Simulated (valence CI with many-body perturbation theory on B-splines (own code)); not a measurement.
Results of a calculation; reference values are marked as such.
# Level structure of Ce42+

Method: valence CI with perturbative core correlation (CI+MBPT): six valence electrons over a frozen Dirac-Fock core [Ne], radial functions for each j: 9 s, 9 p, 8 d, 6 f, 3 g, 1 h, with the one-electron correlation potential Σ1, the two-electron term Σ2, the three-electron term Σ3, Breit, model QED; selected CI, second order for the rest, scaled by the run's own slope (own B-spline code, finite nucleus).

The last digits are not significant, and no measured levels were compared; by estimate large intervals hold to a few tenths of a per cent, small ones and those within an open d or f shell to about a per cent. Among the levels kept, up to 1100 cm⁻¹ of a level comes from second order outside the variational space, and about a tenth of that is noise between levels of different J, which matters for small intervals.

Levels 1 to 38 of 38, with energies above the lowest level, (3s^2 3p1/2^2 3p3/2^2) J=2. "Leading %" is the weight of the configuration and term that name the level; weights of strongly mixed levels are sums over their largest components and can fall short, and the name can then belong to a minority configuration. In the jj column 3d3/2^4 stands for four electrons in 3d with j = 3/2.

| No. | Configuration | Term | J | E (cm⁻¹) | Leading % | Second component | g | Leading jj |
| --- | --- | --- | --- | --- | --- | --- | --- | --- |
| 1 | 3s²3p⁴ | ³P | 2 | 0 | 70 | 29 % 3s²3p⁴ ¹D | 1.348 | 3s^2 3p1/2^2 3p3/2^2 (98 %) |
| 2 | 3s²3p⁴ | ¹S | 0 | 113780 | 60 | 39 % 3s²3p⁴ ³P |  | 3s^2 3p1/2^2 3p3/2^2 (98 %) |
| 3 | 3s²3p⁴ | ³P | 1 | 863470 | 98 |  | 1.495 | 3s^2 3p1/2 3p3/2^3 (98 %) |
| 4 | 3s²3p⁴ | ¹D | 2 | 923630 | 70 | 29 % 3s²3p⁴ ³P | 1.138 | 3s^2 3p1/2 3p3/2^3 (98 %) |
| 5 | 3s²3p³3d | ³F° | 2 | 1375800 | 30 | 20 % 3s²3p³3d ³D° | 1.054 | 3s^2 3p1/2^2 3p3/2 3d3/2 (97 %) |
| 6 | 3s²3p³3d | ⁵D° | 1 | 1413400 | 29 | 27 % 3s²3p³3d ³P° | 1.165 | 3s^2 3p1/2^2 3p3/2 3d3/2 (94 %) |
| 7 | 3s²3p³3d | ³P° | 0 | 1423000 | 55 | 33 % 3s²3p³3d ⁵D° |  | 3s^2 3p1/2^2 3p3/2 3d3/2 (97 %) |
| 8 | 3s²3p³3d | ³F° | 3 | 1423800 | 28 | 19 % 3s²3p³3d ⁵D° | 1.140 | 3s^2 3p1/2^2 3p3/2 3d3/2 (91 %) |
| 9 | 3s²3p³3d | ³P° | 2 | 1601100 | 30 | 14 % 3s²3p³3d ¹D° | 1.295 | 3s^2 3p1/2^2 3p3/2 3d5/2 (83 %) |
| 10 | 3s²3p³3d | ³F° | 4 | 1605100 | 46 | 32 % 3s²3p³3d ⁵D° | 1.275 | 3s^2 3p1/2^2 3p3/2 3d5/2 (98 %) |
| 11 | 3s²3p³3d | ³D° | 3 | 1750200 | 32 | 19 % 3s²3p³3d ¹F° | 1.160 | 3s^2 3p1/2^2 3p3/2 3d5/2 (85 %) |
| 12 | 3s²3p³3d | ³D° | 1 | 1801100 | 33 | 31 % 3s²3p³3d ³P° | 1.065 | 3s^2 3p1/2^2 3p3/2 3d5/2 (88 %) |
| 13 | 3s²3p⁴ | ³P | 0 | 1831600 | 60 | 38 % 3s²3p⁴ ¹S |  | 3s^2 3p3/2^4 (97 %) |
| 14 | 3s3p⁵ | ³P° | 2 | 1912900 | 71 | 10 % 3s²3p³3d ⁵D° | 1.442 | 3s 3p1/2^2 3p3/2^3 (71 %) |
| 15 | 3s3p⁵ | ¹P° | 1 | 2028700 | 31 | 31 % 3s3p⁵ ³P° | 1.149 | 3s 3p1/2^2 3p3/2^3 (60 %) |
| 16 | 3s²3p³3d | ³F° | 2 | 2189700 | 45 | 26 % 3s²3p³3d ⁵D° | 1.021 | 3s^2 3p1/2 3p3/2^2 3d3/2 (96 %) |
| 17 | 3s²3p³3d | ⁵D° | 0 | 2192800 | 47 | 30 % 3s²3p³3d ¹S° |  | 3s^2 3p1/2 3p3/2^2 3d3/2 (93 %) |
| 18 | 3s²3p³3d | ³D° | 1 | 2198300 | 50 | 31 % 3s²3p³3d ⁵D° | 0.944 | 3s^2 3p1/2 3p3/2^2 3d3/2 (89 %) |
| 19 | 3s²3p³3d | ³F° | 3 | 2234600 | 37 | 27 % 3s²3p³3d ³G° | 1.099 | 3s^2 3p1/2 3p3/2^2 3d3/2 (93 %) |
| 20 | 3s²3p³3d | ³G° | 4 | 2293100 | 51 | 32 % 3s²3p³3d ¹G° | 1.061 | 3s^2 3p1/2 3p3/2^2 3d3/2 (97 %) |
| 21 | 3s²3p³3d | ³F° | 2 | 2362300 | 57 | 26 % 3s²3p³3d ¹D° | 0.857 | 3s^2 3p1/2 3p3/2^2 3d3/2 (92 %) |
| 22 | 3s²3p³3d | ³D° | 3 | 2387300 | 58 | 30 % 3s²3p³3d ⁵D° | 1.343 | 3s^2 3p1/2 3p3/2^2 3d5/2 (94 %) |
| 23 | 3s²3p³3d | ⁵D° | 4 | 2401300 | 49 | 20 % 3s²3p³3d ³G° | 1.282 | 3s^2 3p1/2 3p3/2^2 3d5/2 (97 %) |
| 24 | 3s²3p³3d | ³D° | 1 | 2452600 | 39 | 32 % 3s²3p³3d ¹P° | 0.946 | 3s^2 3p1/2 3p3/2^2 3d5/2 (85 %) |
| 25 | 3s²3p³3d | ³P° | 0 | 2461200 | 44 | 40 % 3s²3p³3d ¹S° |  | 3s^2 3p1/2 3p3/2^2 3d5/2 (82 %) |
| 26 | 3s²3p³3d | ³D° | 3 | 2467200 | 50 | 22 % 3s²3p³3d ³F° | 1.161 | 3s^2 3p1/2 3p3/2^2 3d3/2 (85 %) |
| 27 | 3s²3p³3d | ³F° | 4 | 2471800 | 70 | 27 % 3s²3p³3d ¹G° | 1.177 | 3s^2 3p1/2 3p3/2^2 3d5/2 (97 %) |
| 28 | 3s²3p³3d | ³P° | 2 | 2485500 | 37 | 18 % 3s²3p³3d ³D° | 1.273 | 3s^2 3p1/2 3p3/2^2 3d3/2 (81 %) |
| 29 | 3s²3p³3d | ³G° | 5 | 2493800 | 99 |  | 1.193 | 3s^2 3p1/2 3p3/2^2 3d5/2 (99 %) |
| 30 | 3s²3p³3d | ³S° | 1 | 2505400 | 45 | 33 % 3s²3p³3d ³P° | 1.621 | 3s^2 3p1/2 3p3/2^2 3d3/2 (76 %) |
| 31 | 3s²3p³3d | ¹P° | 1 | 2589200 | 36 | 33 % 3s²3p³3d ³D° | 0.972 | 3s^2 3p1/2 3p3/2^2 3d3/2 (71 %) |
| 32 | 3s²3p³3d | ³D° | 2 | 2597700 | 51 | 24 % 3s²3p³3d ³P° | 1.258 | 3s^2 3p1/2 3p3/2^2 3d5/2 (97 %) |
| 33 | 3s²3p³3d | ³F° | 3 | 2640900 | 36 | 32 % 3s²3p³3d ¹F° | 1.126 | 3s^2 3p1/2 3p3/2^2 3d5/2 (98 %) |
| 34 | 3s²3p³3d | ³D° | 2 | 2660000 | 42 | 16 % 3s²3p³3d ³F° | 1.072 | 3s^2 3p1/2 3p3/2^2 3d5/2 (87 %) |
| 35 | 3s²3p³3d | ¹P° | 1 | 2693600 | 31 | 21 % 3s²3p³3d ³D° | 1.113 | 3s^2 3p1/2 3p3/2^2 3d5/2 (72 %) |
| 36 | 3s²3p³3d | ¹F° | 3 | 2706000 | 47 | 17 % 3s²3p³3d ³F° | 1.057 | 3s^2 3p1/2 3p3/2^2 3d5/2 (83 %) |
| 37 | 3s²3p³3d | ¹D° | 2 | 2755100 | 39 | 33 % 3s²3p³3d ³P° | 1.210 | 3s^2 3p1/2 3p3/2^2 3d5/2 (88 %) |
| 38 | 3s²3p²3d² | ³F | 2 | 2801700 | 37 | 28 % 3s²3p²3d² ⁵G | 0.730 | 3s^2 3p1/2^2 3d3/2^2 (94 %) |

The ionisation energy to 3s²3p³ ²P°3/2 of the next ion comes out as 3276.2 eV (NIST: 3274 ± 4 eV (theoretical)). All 38 levels together are meant to be complete up to 2814200 cm⁻¹.
